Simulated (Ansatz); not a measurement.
K5H6⁻, relaxed as a singlet with RKS PBE-D4/def2-SVPD in Ansatz, starting from the GFN1-xTB geometry. Force threshold 0.02 eV/Å.

The restricted singlet is unstable towards broken spin symmetry in Hartree–Fock (as tested in another run); at PBE-D4/def2-SVPD this wasn't settled. The highest occupied level of the charge -1 singlet lies above zero (up to 0.55 eV). The electron is either unbound and held by the finite basis, or the level is raised by self-interaction error. In the singlet, H6 and H8 lie 0.79 Å apart (atoms count from 1), so H2 has formed as a molecule. Another isomer (singlet) lies 0.17 eV lower at PBE0-D4/def2-TZVPD; other spin states weren't run for this one.

Start:

Cartesian coordinates in Å:
```
K -2.222 -1.683 0.705
K 0.738 0.077 1.837
K 0.413 -0.634 -1.776
K 0.084 2.863 -0.399
K -2.483 1.766 2.087
H 1.408 -1.502 -3.831
H 0.235 -2.127 0.245
H 1.820 -1.955 -3.345
H 1.840 1.049 -0.562
H -0.108 2.665 2.129
H -1.725 -0.520 2.910
```

| step | energy (eV) | largest force component (eV/Å) | SCF passes |
| --- | --- | --- | --- |
| 1 | -81679.5560 | 0.434 | 20 |
| 2 | -81679.8035 | 0.155 | 23 |
| 3 | -81679.8986 | 0.129 | 25 |
| 4 | -81679.9429 | 0.073 | 22 |
| 5 | -81679.9522 | 0.055 | 23 |
| 6 | -81679.9616 | 0.181 | 21 |
| 7 | -81679.9646 | 0.306 | 21 |
| 8 | -81679.9683 | 0.214 | 22 |
| 9 | -81679.9739 | 0.302 | 21 |
| 10 | -81679.9742 | 0.502 | 21 |
| 11 | -81679.9801 | 0.582 | 21 |
| 12 | -81680.0031 | 0.058 | 20 |
| 13 | -81680.0136 | 0.089 | 21 |
| 14 | -81680.0241 | 0.206 | 20 |
| 15 | -81680.0326 | 0.364 | 20 |
| 16 | -81680.0423 | 0.327 | 21 |
| 17 | -81680.0617 | 0.082 | 22 |
| 18 | -81680.0635 | 0.193 | 22 |
| 19 | -81680.0697 | 0.073 | 25 |
| 20 | -81680.0791 | 0.040 | 23 |
| 21 | -81680.0803 | 0.022 | 22 |
| 22 | -81680.0806 | 0.009 | 21 |
| 23 | -81680.0809 | 0.052 | 22 |
| 24 | -81680.0811 | 0.013 | 22 |
| 25 | -81680.0813 | 0.016 | 22 |
| 26 | -81680.0815 | 0.008 | 22 |

Force components are those of the run's own axes.

End:

Cartesian coordinates in Å:
```
K -2.4089 -1.8947 0.5737
K 0.9552 -0.0778 0.9477
K -0.3660 -0.0568 -2.7149
K -0.0515 3.4283 -0.2626
K -1.8747 1.5030 3.0791
H 2.1738 -2.0071 -2.2812
H -0.2768 -1.7678 -0.7909
H 1.5371 -2.0308 -1.8205
H 1.1403 1.4266 -1.2950
H 0.2875 2.3485 2.0270
H -1.1158 -0.8714 2.5375
```

Bonds lost: K3–H6 (atoms count from 1).

The force fell under the threshold at step 22, but the optimiser went on. No frequencies were taken in this run, so the end may be a saddle point.

It took 95 s on 4 threads of Arm Neoverse V1 on a shared host.
